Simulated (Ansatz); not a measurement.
`CO[Si@@H](O)[Si@H](O)Cl`, relaxed with RKS PBE0-D4/def2-TZVP in Ansatz 0.2.0 from a GFN2-xTB geometry. The force threshold is 0.005 eV/Å; the program also tests the step.

Total charge 0; spin multiplicity 1.

Start:

```xyz
14

C    -0.309   -1.713   -1.600
O    -0.545   -0.351   -1.419
Si    0.271    0.692   -0.474
O    -0.573    2.076   -0.591
Si    0.101    0.180    1.748
O     0.676    1.385    2.681
Cl    1.286   -1.371    2.277
H    -1.149   -2.129   -2.157
H    -0.220   -2.228   -0.640
H     0.612   -1.870   -2.166
H     1.615    0.887   -1.050
H    -0.951    2.334   -1.428
H    -1.229   -0.182    2.266
H     0.415    2.291    2.552
```

| step | energy (eV) | largest force (eV/Å) | largest move (Å) |
| --- | --- | --- | --- |
| 1 | -35560.6085 | 0.747 | 0.000 |
| 2 | -35560.7190 | 0.461 | 0.142 |
| 3 | -35560.7541 | 0.202 | 0.072 |
| 4 | -35560.7627 | 0.099 | 0.039 |
| 5 | -35560.7754 | 0.236 | 0.100 |
| 6 | -35560.7816 | 0.212 | 0.041 |
| 7 | -35560.7873 | 0.462 | 0.103 |
| 8 | -35560.7934 | 0.404 | 0.200 |
| 9 (rejected) | -35560.7404 | 0.960 | 0.200 |
| 10 | -35560.8213 | 0.122 | 0.100 |
| 11 | -35560.8237 | 0.165 | 0.100 |
| 13 | -35560.8355 | 0.089 | 0.200 |
| 15 (rejected) | -35560.8201 | 0.277 | 0.096 |
| 17 | -35560.8406 | 0.152 | 0.097 |
| 19 | -35560.8439 | 0.172 | 0.095 |
| 21 | -35560.8457 | 0.219 | 0.064 |
| 23 | -35560.8472 | 0.037 | 0.031 |
| 25 | -35560.8474 | 0.026 | 0.037 |
| 27 | -35560.8475 | 0.010 | 0.006 |
| 29 | -35560.8475 | 0.011 | 0.005 |
| 31 | -35560.8475 | 0.001 | 0.002 |

End:

```xyz
14

C    -0.115   -1.725   -1.624
O    -0.775   -0.541   -1.231
Si   -0.077    0.709   -0.435
O    -0.941    2.071   -0.716
Si   -0.103    0.373    1.888
O     0.657    1.528    2.769
Cl    0.867   -1.453    2.106
H    -0.699   -2.192   -2.419
H    -0.034   -2.424   -0.788
H     0.892   -1.517   -2.003
H     1.332    0.825   -0.930
H    -1.103    2.324   -1.627
H    -1.439    0.227    2.506
H     1.538    1.795    2.504
```

Hardware: 2 threads of an AMD EPYC 7R13 on a shared host and a share of an NVIDIA H100 80 GB. Wall time 65 s, peak host memory 0.93 GiB.
